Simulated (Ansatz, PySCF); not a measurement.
Si(F)3(NH2) (F3H2NSi), SMILES N[Si](F)(F)F.

Geometry optimised at B3LYP-D3(BJ)/def2-SVP. The values are those of a single conformer.

Vertical ionisation energy (IE) and electron affinity (EA) in eV. Rows of orbital energies are one-electron estimates. Where ΔSCF, EOM or ADC give a negative EA the extra electron is unbound and the value depends on the basis.

```tsv
level	IE	EA
−ε(HOMO), −ε(LUMO), HF/def2-TZVP (PySCF)	12.56	-3.06
ΔSCF, CAM-B3LYP/def2-SVPD (Ansatz), final states of multiplicity 2 and 2	(withheld)	(withheld)
```

Task: What belongs in the gaps? (The exact figures need the calculation; the answer reports its results.)

Result: 
- ΔSCF, CAM-B3LYP/def2-SVPD (Ansatz, a first-principles code), final states of multiplicity 2 and 2, IE: 11.65
- ΔSCF, CAM-B3LYP/def2-SVPD (Ansatz), final states of multiplicity 2 and 2, EA: -1.17

Task: What vertical singlet–triplet gap does ΔSCF give with CAM-B3LYP/def2-SVPD (Ansatz)? (Estimate from the structure and the level; the computed values follow.)

Result: 6.96 eV (triplet above singlet where positive).
